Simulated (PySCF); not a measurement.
pentalene (C8H6), SMILES C1=CC2=CC=CC2=C1.

Coordinates come from a ωB97X-D3(BJ)/def2-SVP optimisation.

All values below come from ωB97X-D3(BJ)/def2-SVP run with PySCF.

No scaling factor is applied to the harmonic values.

**Question.** List the normal modes with their intensities. (An estimate is asked for; the answer gives what the named calculation found.)

**Answer.** 
```tsv
mode	ν (cm⁻¹)	IR (km/mol)	moving atoms (share of kinetic energy)
1	161	6.4	C 80 %, H 20 %
2	300	2.1	C 72 %, H 28 %
3	453	4.4	C 77 %, H 23 %
4	526	8.6	C 65 %, H 35 %
5	553	0.0	C 68 %, H 32 %
6	669	0.0	C 91 %, H 9 %
7	678	0.0	H 54 %, C 46 %
8	726	0.0	C 92 %, H 8 %
9	750	78.4	H 75 %, C 25 %
10	801	0.0	C 59 %, H 41 %
11	856	8.9	C 91 %, H 9 %
12	868	0.0	C 73 %, H 27 %
13	918	18.2	H 70 %, C 30 %
14	937	0.0	H 68 %, C 32 %
15	960	2.3	H 52 %, C 48 %
16	974	0.0	C 56 %, H 44 %
17	976	0.0	H 72 %, C 28 %
18	978	2.0	H 65 %, C 35 %
19	1064	6.2	H 50 %, C 50 %
20	1100	0.0	H 87 %, C 13 %
21	1122	48.7	H 54 %, C 46 %
22	1196	0.0	H 66 %, C 34 %
23	1266	20.2	H 62 %, C 38 %
24	1351	0.0	C 63 %, H 37 %
25	1351	18.5	H 52 %, C 48 %
26	1408	0.0	C 79 %, H 21 %
27	1611	23.2	C 93 %
28	1637	0.0	C 92 %, H 8 %
29	1734	25.9	C 95 %
30	1737	0.0	C 96 %
31	3238	0.0	H 91 %, C 9 %
32	3239	7.3	H 91 %, C 9 %
33	3248	0.0	H 91 %, C 9 %
34	3249	9.7	H 91 %, C 9 %
35	3271	0.0	H 90 %, C 10 %
36	3271	12.0	H 90 %, C 10 %
```
